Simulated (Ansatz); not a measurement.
Ansatz (a quantum-chemistry and plane-wave program) input (B3LYP-D3(BJ)/def2-TZVP):

Ansatz 0.2 input:
```yaml
crystal:
  periodic: [false, false, false]
  atoms:
    - {symbol: Ge, position_ang: [0.00319734, -0.00156777, 0.93712718]}
    - {symbol: I, position_ang: [1.07271615, -1.87185257, -0.28970187]}
    - {symbol: I, position_ang: [-1.07464661, 1.87279915, -0.27611076]}
basis:
  gaussian:
    orbitals: def2-TZVP
hamiltonian:
  xc: b3lyp
  dispersion: d3bj
total_charge: 1
magnetization: {spin_polarized: true, initial_magnetization: 1}
phonons: {temperatures: {t_min: 298.15, t_max: 298.15, t_step: 100}}
```

Output:

```
Functional definition: B3LYP
integrals: 0.12 GiB planned
1322 factors; integrals over basis functions are off by at most 2.3e-4 eV
mean field: 1.42 GiB planned
mean field evaluation 1: about -72718.6381 eV, gradient 1.8e1 eV
mean field evaluation 2: about -72715.5970 eV, gradient 3.1e1 eV
mean field evaluation 4: about -72720.1358 eV, gradient 9.3e-1 eV
mean field evaluation 8: about -72720.1487 eV, gradient 7.2e-2 eV
mean field evaluation 16: about -72720.1488 eV, gradient 1.5e-4 eV
mean field -72720.14876572 eV, -2672.4161756529 hartree, gradient 2.2e-5 eV, S^2 0.756636; 1 other end points of the search recorded, 0 dependent functions left out
the calculation of the forces begins
reference -72720.14897965 eV, -2672.4161835149 hartree; 41, 40 occupied and 107, 108 virtual orbitals, 1322 factors
these checks for a lower state are left out or cut short: stability, starts, cluster_reference, orbital_swaps, neighbouring_geometries, increment
integrals: 0.12 GiB planned
1322 factors; integrals over basis functions are off by at most 2.3e-4 eV
mean field: 1.42 GiB planned
mean field -72720.14875092 eV, -2672.4161751091 hartree, gradient 2.0e-6 eV, S^2 0.756647; 0 other end points of the search recorded, 0 dependent functions left out
the calculation of the forces begins
reference -72720.14896487 eV, -2672.4161829715 hartree; 41, 40 occupied and 107, 108 virtual orbitals, 1322 factors
these checks for a lower state are left out or cut short: stability, starts, cluster_reference, orbital_swaps, neighbouring_geometries, increment
integrals: 0.12 GiB planned
1322 factors; integrals over basis functions are off by at most 2.3e-4 eV
mean field: 1.42 GiB planned
mean field evaluation 32: about -72720.1487 eV, gradient 6.5e-5 eV
mean field -72720.14874005 eV, -2672.4161747097 hartree, gradient 2.6e-6 eV, S^2 0.756625; 0 other end points of the search recorded, 0 dependent functions left out
the calculation of the forces begins
reference -72720.14895398 eV, -2672.4161825713 hartree; 41, 40 occupied and 107, 108 virtual orbitals, 1322 factors
these checks for a lower state are left out or cut short: stability, starts, cluster_reference, orbital_swaps, neighbouring_geometries, increment
integrals: 0.12 GiB planned
1322 factors; integrals over basis functions are off by at most 2.3e-4 eV
mean field: 1.42 GiB planned
mean field -72720.14887578 eV, -2672.4161796977 hartree, gradient 2.5e-6 eV, S^2 0.756651; 0 other end points of the search recorded, 0 dependent functions left out
the calculation of the forces begins
reference -72720.14908974 eV, -2672.4161875605 hartree; 41, 40 occupied and 107, 108 virtual orbitals, 1322 factors
these checks for a lower state are left out or cut short: stability, starts, cluster_reference, orbital_swaps, neighbouring_geometries, increment
integrals: 0.12 GiB planned
1322 factors; integrals over basis functions are off by at most 2.3e-4 eV
mean field: 1.42 GiB planned
mean field -72720.14860813 eV, -2672.4161698618 hartree, gradient 2.9e-6 eV, S^2 0.756621; 0 other end points of the search recorded, 0 dependent functions left out
the calculation of the forces begins
reference -72720.14882205 eV, -2672.4161777231 hartree; 41, 40 occupied and 107, 108 virtual orbitals, 1322 factors
these checks for a lower state are left out or cut short: stability, starts, cluster_reference, orbital_swaps, neighbouring_geometries, increment
integrals: 0.12 GiB planned
1322 factors; integrals over basis functions are off by at most 2.3e-4 eV
mean field: 1.42 GiB planned
mean field -72720.14875821 eV, -2672.4161753771 hartree, gradient 1.6e-6 eV, S^2 0.756629; 0 other end points of the search recorded, 0 dependent functions left out
the calculation of the forces begins
reference -72720.14897214 eV, -2672.4161832389 hartree; 41, 40 occupied and 107, 108 virtual orbitals, 1322 factors
these checks for a lower state are left out or cut short: stability, starts, cluster_reference, orbital_swaps, neighbouring_geometries, increment
integrals: 0.12 GiB planned
1322 factors; integrals over basis functions are off by at most 2.3e-4 eV
mean field: 1.42 GiB planned
mean field evaluation 64: about -72720.1488 eV, gradient 1.7e-6 eV
mean field -72720.14876539 eV, -2672.4161756409 hartree, gradient 1.7e-6 eV, S^2 0.756642; 0 other end points of the search recorded, 0 dependent functions left out
the calculation of the forces begins
reference -72720.14897933 eV, -2672.4161835032 hartree; 41, 40 occupied and 107, 108 virtual orbitals, 1322 factors
Total energy: -72720.40832265 eV, -2672.4257141943 hartree
Atom 0 at     0.003197    -0.001568     0.937127 Å, force    -0.000002     0.000001    -0.000484 eV/Å
Atom 1 at     1.072716    -1.871853    -0.289702 Å, force     0.000001    -0.000001     0.000242 eV/Å
Atom 2 at    -1.074647     1.872799    -0.276111 Å, force     0.000001    -0.000000     0.000242 eV/Å
Dipole moment:     0.000766    -0.000376     0.224536 e Å
Vibrations: 64.65 202.03 267.22 cm⁻¹, zero-point energy 0.033098 eV
```
